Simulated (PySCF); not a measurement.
CH₃O₃Tc, SMILES [CH3][Tc](=[O])(=[O])=[O], multiplicity 1. Heavy atoms are numbered as in [Tc:1](=[O:2])(=[O:3])(=[O:4])[CH3:5]. Hydrogens are named by the atom that carries them.

Geometry optimised at r2SCAN-D4/def2-SVP. The multiplicity is an assumed one; other spin states were not compared. The def2 effective core potentials stand for the cores of Tc; spin–orbit coupling is left out.

The numbers are results of PBE/def2-TZVP run with PySCF, not measurements.

ESP charges are fitted to the potential on shells at 1.4 to 2.0 van der Waals radii. Atomic charges (e), one atom of each kind:

```csv
atom,ESP fit,Mulliken
Tc1,___,1.49
O2,___,-0.49
C5 (CH3),___,-0.53
H on C5,___,0.17
```

Q: Complete the blanks. (Estimate from the structure and the level; the computed values follow.)

A: 
- Tc1, ESP fit: 1.18
- O2, ESP fit: -0.37
- C5 (CH3), ESP fit: -0.79
- H on C5, ESP fit: 0.24
